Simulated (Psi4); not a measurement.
cyclobutane (C4H8), singlet, at a GFN2-xTB geometry; B3LYP/STO-3G (Psi4 1.11).

The Psi4 input:
```
memory 2 GB

molecule mol {
0 1
  C    -0.006133    1.082956    0.058537
  C     0.006858   -1.082210    0.070938
  C    -1.082946   -0.006834   -0.058640
  C     1.082221    0.006088   -0.070834
  H    -0.015054    1.842315   -0.720769
  H    -0.003624    1.577299    1.027915
  H     0.007103   -1.850498   -0.699618
  H     0.015232   -1.565351    1.045915
  H    -1.842432   -0.006927    0.720592
  H    -1.577131   -0.015351   -1.028065
  H     1.850383    0.015110    0.699794
  H     1.565522    0.003404   -1.045765
symmetry c1
no_reorient
no_com
}

set basis sto-3g
set reference rks

energy('b3lyp')
print_variables()
```

What the program printed (banner, timings and long lists left out):

```
   => Loading Basis Set <=

    Name: STO-3G
    Role: ORBITAL
    Keyword: BASIS

         ---------------------------------------------------------
                                   SCF
               by Justin Turney, Rob Parrish, Andy Simmonett
                          and Daniel G. A. Smith
                              RKS Reference
         ---------------------------------------------------------

  ==> Geometry <==

    Molecular point group: c1
    Full point group: C1

    Geometry (in Angstrom), charge = 0, multiplicity = 1:

       Center              X                  Y                   Z               Mass
    ------------   -----------------  -----------------  -----------------  -----------------
         C           -0.006133000000     1.082956000000     0.058537000000    12.000000000000
         C            0.006858000000    -1.082210000000     0.070938000000    12.000000000000
         C           -1.082946000000    -0.006834000000    -0.058640000000    12.000000000000
         C            1.082221000000     0.006088000000    -0.070834000000    12.000000000000
         H           -0.015054000000     1.842315000000    -0.720769000000     1.007825032230
         H           -0.003624000000     1.577299000000     1.027915000000     1.007825032230
         H            0.007103000000    -1.850498000000    -0.699618000000     1.007825032230
         H            0.015232000000    -1.565351000000     1.045915000000     1.007825032230
         H           -1.842432000000    -0.006927000000     0.720592000000     1.007825032230
         H           -1.577131000000    -0.015351000000    -1.028065000000     1.007825032230
         H            1.850383000000     0.015110000000     0.699794000000     1.007825032230
         H            1.565522000000     0.003404000000    -1.045765000000     1.007825032230

  Running in c1 symmetry.

  Rotational constants: A =      0.36215  B =      0.36215  C =      0.21083 [cm^-1]
  Rotational constants: A =  10857.10153  B =  10857.09567  C =   6320.56232 [MHz]
  Nuclear repulsion =  127.617879642978423

  Charge       = 0
  Multiplicity = 1
  Electrons    = 32
  Nalpha       = 16
  Nbeta        = 16

  ==> Algorithm <==

  SCF Algorithm Type is DF.
  DIIS enabled.
  MOM disabled.
  Fractional occupation disabled.
  Guess Type is SAD.
  Energy threshold   = 1.00e-06
  Density threshold  = 1.00e-06
  Integral threshold = 1.00e-12

  ==> Primary Basis <==

  Basis Set: STO-3G
    Blend: STO-3G
[...]

   @DF-RKS iter SAD:  -153.01952374219053   -1.53020e+02   0.00000e+00
   @DF-RKS iter   1:  -155.34220013563225   -2.32268e+00   2.65135e-03 ADIIS/DIIS
   @DF-RKS iter   2:  -155.34402823291896   -1.82810e-03   1.81837e-03 ADIIS/DIIS
   @DF-RKS iter   3:  -155.34570430693674   -1.67607e-03   1.05083e-04 ADIIS/DIIS
   @DF-RKS iter   4:  -155.34570991296653   -5.60603e-06   3.21091e-06 DIIS
   @DF-RKS iter   5:  -155.34570992043106   -7.46454e-09   2.28656e-07 DIIS
  Energy and wave function converged.

  ==> Post-Iterations <==

   Electrons on quadrature grid:
      Ntotal   =   31.9999942001 ; deviation = -5.800e-06

    Orbital Energies [Eh]
    ---------------------

    Doubly Occupied:

[...]
      16A     -0.260329

    Virtual:

[...]
    Final Occupation by Irrep:
              A
    DOCC [    16 ]
    NA   [    16 ]
    NB   [    16 ]

  @DF-RKS Final Energy:  -155.34570992043106

   => Energetics <=

    Nuclear Repulsion Energy =            127.6178796429784228
    One-Electron Energy =                -461.0055923611961362
    Two-Electron Energy =                 198.0529429767449017
    DFT Exchange-Correlation Energy =     -20.0109401789582613
    Empirical Dispersion Energy =           0.0000000000000000
    VV10 Nonlocal Energy =                  0.0000000000000000
    Total Energy =                       -155.3457099204310623

Computation Completed

Properties will be evaluated at   0.000000,   0.000000,   0.000000 [a0]

Properties computed using the SCF density matrix

 Multipole Moments:

 ------------------------------------------------------------------------------------
     Multipole            Electronic (a.u.)      Nuclear  (a.u.)        Total (a.u.)
 ------------------------------------------------------------------------------------

 L = 1.  Multiply by 2.5417464519 to convert [e a0] to [Debye]
 Dipole X            :          0.0000018           -0.0000019           -0.0000001
 Dipole Y            :         -0.0000019            0.0000019            0.0000000
 Dipole Z            :         -0.0000094            0.0000094            0.0000000
 Magnitude           :                                                    0.0000001

 ------------------------------------------------------------------------------------

  Variable Map:
  ----------------------------------------------------------------------------
[...]
  Array Variable Map:
  ----------------------------------------------------------------------------
[...]
[...]
```
